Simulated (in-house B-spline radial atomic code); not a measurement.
Radial electron density of Ge+, [Ar] 3d10 4s2 4p1. Computed with an all-electron radial atomic-structure program (B-spline basis): scalar-relativistic (X2C) TPSSh, spin-polarised, spherical fractional occupations, exact exchange averaged over the configuration, Fermi nucleus of rms radius 4.0742 fm.

One-electron X2C: radii and densities carry no picture-change correction, so inner-shell <1/r> comes out high (for 1s by about 2 % at Z = 33, 5 % at 54, 10 % at 75, 30 % at 118) and <r> low.

Columns: r (bohr), 4πr²n(r) (electrons per bohr), bar.

```
 0.00173    1.102 #
 0.00212    1.564 ##
 0.00259    2.197 ##
 0.00318    3.093 ###
  0.0039    4.314 ####
 0.00478    5.953 ######
 0.00585    8.102 ########
 0.00717    10.89 ##########
 0.00879     14.4 ##############
  0.0108    18.66 ##################
  0.0132     23.4 ######################
  0.0162    28.52 ###########################
  0.0198    33.29 ################################
  0.0243    37.17 ####################################
  0.0298    39.24 ######################################
  0.0365    39.01 #####################################
  0.0447    36.69 ###################################
  0.0548    33.51 ################################
  0.0671     31.6 ##############################
  0.0823    32.93 ################################
   0.101    37.78 ####################################
   0.124    43.57 ##########################################
   0.151     45.8 ############################################
   0.186    41.55 ########################################
   0.227    32.75 ###############################
   0.279    24.66 ########################
   0.342    22.85 ######################
   0.419    26.23 #########################
   0.513    28.83 ############################
   0.629    26.05 #########################
   0.771    18.84 ##################
   0.944    11.29 ###########
    1.16     6.05 ######
    1.42    3.507 ###
    1.74    2.397 ##
    2.13     1.71 ##
    2.61    1.067 #
     3.2   0.5223 #
    3.92   0.1928 
     4.8   0.0532 
    5.89  0.01011 
    7.21  0.00126 
    8.84 8.809e-05
```

On this grid the curve has 3 maxima, near 0.0298, 0.151, 0.513 bohr.

The 4s up radial function P(r) = rR(r), positive near the nucleus:

```csv
r (bohr),P
0.000625,0.01031
0.000939,0.01482
0.00141,0.0212
0.00212,0.03016
0.00318,0.04236
0.00478,0.05862
0.00717,0.07886
0.0108,0.1019
0.0162,0.1223
0.0243,0.1292
0.0365,0.1041
0.0548,0.02727
0.0823,-0.09867
0.124,-0.2087
0.186,-0.1683
0.279,0.08562
0.419,0.3416
0.629,0.221
0.944,-0.2823
1.42,-0.7213
2.13,-0.7164
3.2,-0.3642
4.8,-0.08388
7.21,-0.006721
```
